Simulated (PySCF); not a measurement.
Ionisation energy of Cl²⁺ by level of theory

Cl²⁺ [Ne] 3s2 3p3 (4S) → Cl³⁺ [Ne] 3s2 3p2 (3P), as a difference of total energies. All numbers are calculated (PySCF 2.14, scalar relativity by spin-free X2C-1e, in aug-cc-pCVTZ-DK with one added diffuse shell each of s, p, d, f type (9s8p6d4f, 91 functions)). Correlated levels: valence: [Ne] frozen. The calculations carry no spin-orbit coupling.

| method | ionisation energy (eV) |
| --- | --- |
| UHF | 38.958 |
| MP2 (valence) | 39.616 |
| SCS-MP2 (valence) | 39.416 |
| CCSD (valence) | 39.546 |
| CCSD(T) (valence) | 39.582 |

A first-order spin-orbit estimate (lowest level to lowest level, LS coupling) adds -0.101 eV.

Errors of the correlated levels include the incompleteness of this basis and the frozen core.

**Question.** Which method comes closest to the reference value, and which is furthest?

**Answer.** The reference is 39.8 ± 0.11 eV (semi-empirical (NIST evaluation); NIST Atomic Spectra Database, ionization energies). Closest: MP2 (valence) (error -0.285 eV); furthest: UHF (error -0.943 eV), both after the spin-orbit estimate.
